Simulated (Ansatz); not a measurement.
Born–Oppenheimer molecular dynamics of FH₅W (7 atoms, charge 0, multiplicity 1). It starts from a relaxed structure.

Level of theory: RKS PBE0/def2-SVP (Ansatz 0.2.0).

```
ensemble        : NVT, Nosé–Hoover chain
time step       : 1 fs
steps asked     : 100
set temperature : 300 K
thermostat      : time constant 20 fs, chain length 3
seed            : 841929
```

First frame:

```xyz
7
Properties=species:S:1:pos:R:3
W 0.299 0.302 0.385
F -0.264 -0.263 2.094
H 1.620 -0.397 -0.416
H -0.425 1.610 -0.414
H -1.209 -0.084 -0.136
H -0.071 -1.213 -0.128
H 0.049 0.044 -1.253
```

**Question.** How far do the bonds stretch over the last three quarters of this one trajectory? (Pairs bonded in most of those frames.)

**Answer.** 
```csv
bond,mean (Å),spread (Å),shortest,longest
W1–F2,1.887,0.004,1.88,1.89
W1–H3,1.698,0.011,1.68,1.71
W1–H4,1.714,0.114,1.55,1.89
W1–H5,1.644,0.014,1.62,1.67
W1–H6,1.649,0.040,1.59,1.71
W1–H7,1.683,0.014,1.66,1.71
```

Mean temperature of the second half: 333 K. The conserved energy stayed within 1.7 meV per atom of its start (net change 0.91 meV per atom), so the integration is sound. The mean temperature of the second half is 11 % above the set value. A run of 0.1 ps of so small a system gives no equilibrium averages.

The run took 4.5 min on 1 thread of Arm Neoverse V1, on a shared host, peak memory 0.13 GiB.
